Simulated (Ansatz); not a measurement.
C5HF7 (`FC1=C(F)C(F)(F)C(F)C1(F)F`) at its PBE0-D4/def2-TZVP geometry, where that method's forces vanish. Charge 0, multiplicity 1.

```json
{"atom": "F1", "x (Å)": "-2.636", "y (Å)": "0.245", "z (Å)": "0.242"}
{"atom": "C2", "x (Å)": "-1.352", "y (Å)": "0.082", "z (Å)": "0.039"}
{"atom": "C3", "x (Å)": "-0.773", "y (Å)": "-0.674", "z (Å)": "-0.885"}
{"atom": "F4", "x (Å)": "-1.366", "y (Å)": "-1.416", "z (Å)": "-1.787"}
{"atom": "C5", "x (Å)": "0.716", "y (Å)": "-0.598", "z (Å)": "-0.820"}
{"atom": "F6", "x (Å)": "1.274", "y (Å)": "-1.830", "z (Å)": "-0.833"}
{"atom": "F7", "x (Å)": "1.231", "y (Å)": "0.074", "z (Å)": "-1.866"}
{"atom": "C8", "x (Å)": "0.987", "y (Å)": "0.132", "z (Å)": "0.510"}
{"atom": "F9", "x (Å)": "1.996", "y (Å)": "1.025", "z (Å)": "0.409"}
{"atom": "C10", "x (Å)": "-0.351", "y (Å)": "0.798", "z (Å)": "0.885"}
{"atom": "F11", "x (Å)": "-0.332", "y (Å)": "2.120", "z (Å)": "0.631"}
{"atom": "F12", "x (Å)": "-0.625", "y (Å)": "0.655", "z (Å)": "2.201"}
{"atom": "H13", "x (Å)": "1.230", "y (Å)": "-0.614", "z (Å)": "1.272"}
```

Question: For each bond, give half the difference of the two atoms' forces along it (eV/Å; positive pushes the atoms apart) under PBE-D4, r2SCAN-D4, B3LYP-D4, ωB97M-V in def2-TZVPP. (Estimate.)

Answer: Ansatz gave: 
```csv
bond,length (Å),PBE-D4,r2SCAN-D4,B3LYP-D4,ωB97M-V
F1–C2,1.310,0.48,0.25,0.35,0.36
C2–C3,1.327,0.23,0.07,-0.23,-0.40
C2–C10,1.493,-0.40,-0.25,-0.14,-0.03
C3–F4,1.310,0.48,0.25,0.35,0.36
C3–C5,1.493,-0.40,-0.25,-0.14,-0.03
C5–F6,1.352,0.61,0.32,0.30,0.17
C5–F7,1.346,0.65,0.33,0.31,0.16
C5–C8,1.541,-0.18,-0.09,-0.05,-0.09
C8–F9,1.351,0.56,0.32,0.34,0.27
C8–C10,1.541,-0.18,-0.09,-0.05,-0.09
C8–H13,1.093,0.03,-0.11,-0.22,-0.17
C10–F11,1.346,0.65,0.33,0.31,0.16
C10–F12,1.352,0.61,0.32,0.30,0.17
```

B3LYP here is the variant with VWN-RPA as its local correlation; programs differ in this.
